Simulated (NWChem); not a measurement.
Isomers of C₃H₆OS, each optimised at PBE0/def2-SVP with NWChem, gas phase unless a solvent is named. Flexible species stand in one conformer each, which need not be the lowest. 

A: O=CCSC
B: S(CC)C=O
C: O1CS[C@@H]1C
D: C([C@H](S)C)=O

**Question.** Rank them by SMD solvation free energy in toluene, PBE0/def2-SVP (kcal/mol), lowest first.

**Answer.** D (-5.5), A (-4.8), C (-4.2), B (-3.8)
